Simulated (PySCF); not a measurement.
In(Cl)(Me)(vinyl) (C3H6ClIn), SMILES C=[CH][In]([CH3])[Cl].

Geometry optimised at B3LYP-D3(BJ)/def2-SVP. The structure was generated by enumeration; whether it is a known compound was not checked. The def2 effective core potentials stand for the cores of In; spin–orbit coupling is left out. Other conformers were not sampled.

Level of theory: PySCF with PBE/def2-TZVP.

Symmetry labels are those of the subgroup Cs that the program uses (full group Cs).

Computed valence orbital energies around the gap with their symmetry:
```json
[
 {"orbital": "HOMO−7", "symmetry": "A'", "energy (eV)": "-10.02"},
 {"orbital": "HOMO−6", "symmetry": "A\"", "energy (eV)": "-9.97"},
 {"orbital": "HOMO−5", "symmetry": "A'", "energy (eV)": "-9.40"},
 {"orbital": "HOMO−4", "symmetry": "A'", "energy (eV)": "-7.34"},
 {"orbital": "HOMO−3", "symmetry": "A\"", "energy (eV)": "-7.26"},
 {"orbital": "HOMO−2", "symmetry": "A'", "energy (eV)": "-7.15"},
 {"orbital": "HOMO−1", "symmetry": "A\"", "energy (eV)": "-6.90"},
 {"orbital": "HOMO", "symmetry": "A'", "energy (eV)": "-6.40"},
 {"orbital": "LUMO", "symmetry": "A\"", "energy (eV)": "-2.42"},
 {"orbital": "LUMO+1", "symmetry": "A'", "energy (eV)": "-1.53"},
 {"orbital": "LUMO+2", "symmetry": "A\"", "energy (eV)": "-0.78"},
 {"orbital": "LUMO+3", "symmetry": "A'", "energy (eV)": "-0.24"}
]
```
